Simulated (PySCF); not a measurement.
One of the candidates below gave these computed data.

All candidates are C6H9BO2.

- Valence photoelectron: vertical ionisation energy: 8.39 eV [ΔSCF wB97X-D/def2-SVPD]
- Polarisability: 91.2 au [wB97X-D/def2-SVPD]
- Rotational structure: rotational constants A, B, C: 2.413, 1.465, 1.324 GHz [PBE0-D3(BJ)/def2-SVP]
- 13C NMR: chemical shifts (computed TMS as zero) by class: 187.6 (1 C), 186.3 (1 C), 150.0 (1 C), 118.7 (1 C), 105.3 (1 C), 36.2 (1 C) ppm [GIAO PBE0/pcSseg-1]
- UV, first state: lowest singlet excitation: 3.40 eV (365 nm, f = 0.017) [TDDFT wB97X-D/def2-SVPD]
- 1H NMR: chemical shifts (computed TMS as zero) by class: 7.62 (1 H), 7.53 (1 H), 6.51 (1 H), 5.04 (1 H), 5.04 (1 H), 5.03 (1 H), 4.17 (1 H), 1.60 (1 H), 1.38 (1 H) ppm [GIAO PBE0/pcSseg-1]
- NMR, other nuclei: isotropic shieldings of nuclei other than C and H, by class: 94 (1 B), 43 (1 O), 52 (1 O) ppm [GIAO PBE0/pcSseg-1]
- Triplet: lowest triplet excitation (Tamm–Dancoff): 2.57 eV [TDA wB97X-D/def2-SVPD]

Gas-phase values; electronic properties from PySCF, density fitting. Levels stand in brackets. Geometry: PBE0-D3(BJ)/def2-SVP, one conformer, isolated molecule. Each NMR value is the plain mean over a class of atoms that symmetry, rotation or inversion makes alike.

Question: Which candidate is it?
A. `[BH2-]1OC=C(C2CC2)C=[O+]1`
B. `C=CC[B@H-]1OC=CC=[O+]1`
C. `C=CCC1=[O+][BH2-]OC=C1`
D. `[BH2-]1OC=CC(C2CC2)=[O+]1`

Answer: B. It is `C=CC[B@H-]1OC=CC=[O+]1`. Numbering: `[CH2:1]=[CH:2][CH2:3][B@H-:4]1[O:5][CH:6]=[CH:7][CH:8]=[O+:9]1`. 6 carbons fall into 6 classes; from least to most shielded: carbon bonded to C, O and H [C8] (187.6 ppm), vinylic carbon bearing oxygen [C6] (186.3 ppm), alkene CH carbon [C2] (150.0 ppm), terminal =CH2 carbon [C1] (118.7 ppm), alkene CH carbon [C7] (105.3 ppm), chain sp3 carbon bound to boron [C3] (36.2 ppm). Hydrogen classes from least to most shielded: 1 H on a carbon bonded to C, O and H, C8 (7.62 ppm), 1 H on a vinylic carbon bearing oxygen, C6 (7.53 ppm), 1 H on an alkene CH carbon, C2 (6.51 ppm), 1 H on a terminal =CH2 carbon, C1 (5.04 ppm), 1 H on an alkene CH carbon, C7 (5.04 ppm), 1 H on a terminal =CH2 carbon, C1 (5.03 ppm), 1 H on a four-coordinate boron, B4 (4.17 ppm), 1 H on an sp3 carbon bound to boron, C3 (1.60 ppm), 1 H on an sp3 carbon bound to boron, C3 (1.38 ppm). The other shieldings belong to: 94 ppm, four-coordinate boron [B4]; 43 ppm, oxygen bonded to B and C [O9]; 52 ppm, boron-bound oxygen [O5]. S1 is mainly HOMO→LUMO (weight 0.96); the largest Löwdin shares of the orbital it empties are 0.23 on the terminal =CH2 carbon, 0.17 on an alkene CH carbon, 0.13 on the sp3 carbon bound to boron and 0.10 on the four-coordinate boron, of the orbital it fills 0.26 on the carbon bonded to C, O and H, 0.26 on the vinylic carbon bearing oxygen, 0.15 on the oxygen bonded to B and C and 0.15 on the boron-bound oxygen. The optimised geometry has point group C1 and is an asymmetric top.

The others, at the same levels:
- `[BH2-]1OC=C(C2CC2)C=[O+]1` fails: it has 5 carbon classes against 6; its computed 13C shifts are 185.1 (1 C), 181.5 (1 C), 113.4 (1 C), 9.1 (2 C), 8.8 (1 C) ppm, 1H shifts are 7.43 (1 H), 6.89 (1 H), 4.27 (2 H), 0.79 (2 H), 0.70 (1 H), 0.18 (2 H) ppm and rotational constant A is 4.061 GHz (against 2.413 GHz).
- `[BH2-]1OC=CC(C2CC2)=[O+]1` fails: it has 5 carbon classes against 6; its computed 13C shifts are 201.4 (1 C), 182.9 (1 C), 105.7 (1 C), 20.2 (1 C), 15.6 (2 C) ppm, 1H shifts are 7.56 (1 H), 5.68 (1 H), 3.67 (2 H), 1.40 (2 H), 1.31 (1 H), 1.05 (2 H) ppm and rotational constant A is 4.184 GHz (against 2.413 GHz).
- `C=CCC1=[O+][BH2-]OC=C1` fails: its computed 13C shifts are 199.6 (1 C), 185.8 (1 C), 139.8 (1 C), 131.0 (1 C), 104.5 (1 C), 45.5 (1 C) ppm, 1H shifts are 7.65 (1 H), 5.99 (1 H), 5.71 (1 H), 5.68 (1 H), 5.59 (1 H), 3.77 (2 H), 3.06 (2 H) ppm and rotational constant A is 4.197 GHz (against 2.413 GHz).

Each candidate is one conformer, not necessarily the lowest. The conformers computed, where there is a choice (atom-mapped SMILES and torsion angles):
- `[CH2:1]=[CH:2][CH2:3][B@H-:4]1[O:5][CH:6]=[CH:7][CH:8]=[O+:9]1`: C1–C2–C3–B4 -102°, C2–C3–B4–O5 -59°
- `[BH2-:1]1[O:2][CH:3]=[C:4]([CH:5]2[CH2:6][CH2:7]2)[CH:8]=[O+:9]1`: C3–C4–C5–C6 145°
- `[BH2-:1]1[O:2][CH:3]=[CH:4][C:5]([CH:6]2[CH2:7][CH2:8]2)=[O+:9]1`: C4–C5–C6–C7 148°
- `[CH2:1]=[CH:2][CH2:3][C:4]1=[O+:5][BH2-:6][O:7][CH:8]=[CH:9]1`: C1–C2–C3–C4 117°, C2–C3–C4–O5 154°
